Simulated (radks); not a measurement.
All-electron atom: Os XLIX in [Ar] 3d10. Calculated with a radial shooting solver on a logarithmic mesh with Libxc functionals: non-relativistic Kohn-Sham, LB94 model potential, spin-polarised, spherical densities, point nucleus; relativity is left out, which matters for an element this heavy. Some entries of the table are withheld. Estimate them.

| orbital | occ. | eigenvalue (eV) | <r> (bohr) | r(max) (bohr) |
|---|---|---|---|---|
| 1s | 2 | -70124.90 | 0.01991 | 0.01322 |
| 2s | 2 | (1) | 0.08378 | (2) |
| 2p | 6 | (3) | 0.07079 | 0.05571 |
| 3s | 2 | -4935.688 | 0.2083 | (4) |
| 3p | 6 | -4736.843 | 0.1981 | 0.1833 |
| 3d | 10 | -4372.883 | (5) | (6) |

Answer. 
(1) 2s eigenvalue (eV): -13671.55
(2) 2s r(max) (bohr): 0.07183
(3) 2p eigenvalue (eV): -13239.75
(4) 3s r(max) (bohr): 0.1951
(5) 3d <r> (bohr): 0.1726
(6) 3d r(max) (bohr): 0.1435
